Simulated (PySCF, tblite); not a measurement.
Problem. Give a GFN2-xTB geometry of MePhSiCl2 (`C[Si](Cl)(Cl)C1=CC=CC=C1`).

Solution. 
```xyz
18
C7H8Cl2Si angstrom
C     -2.8507   -0.1122   -0.8130
Si    -1.7728   -0.0839    0.7552
Cl    -2.2590    1.5551    1.8587
Cl    -2.1654   -1.7416    1.8631
C      0.0741   -0.0168    0.3479
C      0.6214    1.1401   -0.2061
C      1.9650    1.2133   -0.5221
C      2.7919    0.1266   -0.2906
C      2.2657   -1.0307    0.2574
C      0.9205   -1.1005    0.5718
H     -2.6759    0.7667   -1.4266
H     -2.6388   -0.9867   -1.4212
H     -3.9078   -0.1318   -0.5608
H     -0.0144    1.9951   -0.3843
H      2.3687    2.1202   -0.9481
H      3.8425    0.1823   -0.5353
H      2.9058   -1.8813    0.4416
H      0.5205   -2.0073    1.0006
```

Any rigid rotation of these coordinates is as good. Atoms count from 1 in this order. The 6-membered ring C5–C6–C7–C8–C9–C10 has internal angles of 118.1° to 121.1° (sum 720°, against 720° for a flat polygon); it is planar, 0.00 Å rms from its mean plane, widest ring torsion 0°. Si2 (chlorine-bound silicon) is tetrahedral (angles from 108.4° to 112.1°). Of the pairs four or more bonds apart, Cl4···H18 is among the closest relative to their van der Waals radii: 2.83 Å, 96 % of the sum of Bondi's values.

Bonds between heavy atoms (Å): C1–Si2 1.903, Si2–Cl3 2.035, Si2–Cl4 2.032, Si2–C5 1.892, C5–C6 1.395, C6–C7 1.382, C7–C8 1.385, C8–C9 1.384, C9–C10 1.383, C5–C10 1.393.

Computed geometry: GFN2-xTB, gas phase.

Point group: C1 (no symmetry element, even within 0.4 Å). Its lowest GFN2-xTB frequency is 14 cm⁻¹, too small to tell a flat minimum from a shallow saddle. One conformer, not necessarily the lowest (C1–Si2–C5–C6 70°). 2 starts were optimised and ended at 0.00 and 0.28 kcal/mol (GFN2-xTB); the lowest of these is shown.
